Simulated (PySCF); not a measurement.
**Working out the ionisation energy of Ar⁺**

Ar⁺ [Ne] 3s2 3p5 (2P) → Ar²⁺ [Ne] 3s2 3p4 (3P). All numbers are calculated (PySCF 2.14, the non-relativistic Hamiltonian (point nucleus), in aug-cc-pV(T+d)Z with one added diffuse shell each of s, p, d, f type (7s6p5d3f, 71 functions)). Frozen: [Ne]. Energies in hartree (1 hartree = 27.21139 eV):

```
            part  Ar⁺ (lower)  Ar²⁺ (upper)
             UHF  -526.278294   -525.309120
CCSD correlation    -0.193984     -0.158495
             (T)    -0.005669     -0.004266
```

**Question.** What does Hartree-Fock give?

**Answer.** (-525.309120) − (-526.278294) = 0.969174 hartree = 26.373 eV.

**Question.** What do CCSD and CCSD(T) give?

**Answer.** The CCSD correlation energies differ by 0.035489 hartree = 0.966 eV and the triples by 0.001403 hartree = 0.038 eV, so CCSD gives 27.339 eV and CCSD(T) 27.377 eV.

A first-order spin-orbit estimate adds -0.007 eV to CCSD(T) (valence), giving 27.370 eV against 27.630 eV (measured; NIST Atomic Spectra Database, ionization energies).

What remains against the reference includes basis incompleteness, the frozen core and higher excitations.
